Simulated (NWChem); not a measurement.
Molecule: C₂H₆BN; SMILES C=CBN

```xyz
10

B     -0.6644    -0.7201     0.1221
H     -1.6856    -1.2347     0.4861
C     -0.5792     0.8222    -0.1267
C      0.5169     1.5678     0.0800
H     -1.4841     1.3499    -0.4372
H      0.5355     2.6467    -0.0671
H      1.4506     1.1296     0.4326
N      0.4452    -1.5522    -0.0644
H      0.4282    -2.5451     0.1210
H      1.3347    -1.2201    -0.4149
```
Atoms are numbered in this order, from 1.

All runs: NWChem. Pople sets run with spherical d functions. Coordinates come from a B3LYP/6-31G* (spherical d) optimisation.

### Question
Estimate the computed values for N12/6-31G*. Quantities: highest occupied level (eV); orbital gap (eV); dipole (D).

### Answer
- highest occupied level (eV) = -5.72
- orbital gap (eV) = 4.78
- dipole (D) = 1.77
